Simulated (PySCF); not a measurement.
Working out the ionisation energy of Ni¹⁰⁺

Ni¹⁰⁺ [Ar] (1S) → Ni¹¹⁺ [Ne] 3s2 3p5 (2P). Computed with PySCF 2.14 in an even-tempered Gaussian basis (19 s from 0.59 bohr⁻², ratio 2.5; 12 p from 0.76 bohr⁻², ratio 2.5; 5 d from 5.6 bohr⁻², ratio 2.7; 4 f from 8.4 bohr⁻², ratio 2.7), with scalar relativity by spin-free X2C-1e. Frozen: 1s2; the 22 highest virtual orbitals dropped. Energies in hartree (1 hartree = 27.21139 eV):

```
             part  Ni¹⁰⁺ (lower)  Ni¹¹⁺ (upper)
              UHF   -1482.417073   -1470.688249
MP2 opposite-spin      -0.422435      -0.402290
    MP2 same-spin      -0.162538      -0.149383
```

Q: What does Hartree-Fock give?

A: (-1470.688249) − (-1482.417073) = 11.728824 hartree = 319.158 eV.

Q: What do MP2 and SCS-MP2 (6/5 opposite-spin, 1/3 same-spin) give?

A: The opposite-spin parts differ by 0.548 eV and the same-spin parts by 0.358 eV. MP2: 319.158 + (0.548) + (0.358) = 320.064 eV. SCS-MP2: 319.158 + 1.2 × (0.548) + (0.358)/3 = 319.935 eV.

A first-order spin-orbit estimate adds -0.943 eV to MP2 (outer shells), giving 319.121 eV against 319.5 ± 0.7 eV (semi-empirical (NIST evaluation); NIST Atomic Spectra Database, ionization energies).

What remains against the reference includes basis incompleteness, the frozen core and correlation beyond second order.
